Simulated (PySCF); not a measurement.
Computed shifts of a molecule C3H6O3, PBE0/pcSseg-1 (PySCF), GIAO, gas phase, equivalent atoms averaged, in ppm (number of nuclei): ¹³C: 163.9 (1), 56.1 (2). ¹H: 3.91 (6). References: ¹³C against TMS (σ = 186.3 ppm); ¹⁷O against H2O (σ = 334.2 ppm); ¹H against TMS (σ = 31.56 ppm), references at their B3LYP-D3(BJ)/def2-TZVP geometries, non-relativistic. Coordinates come from a PBE0-D3(BJ)/def2-SVP optimisation. Other conformers were not sampled.

Task: Pick the molecule that these values belong to.
A) OCC1OCO1
B) COC(=O)OC
C) COC1OCO1
D) C1OCOCO1

Result: B, COC(=O)OC
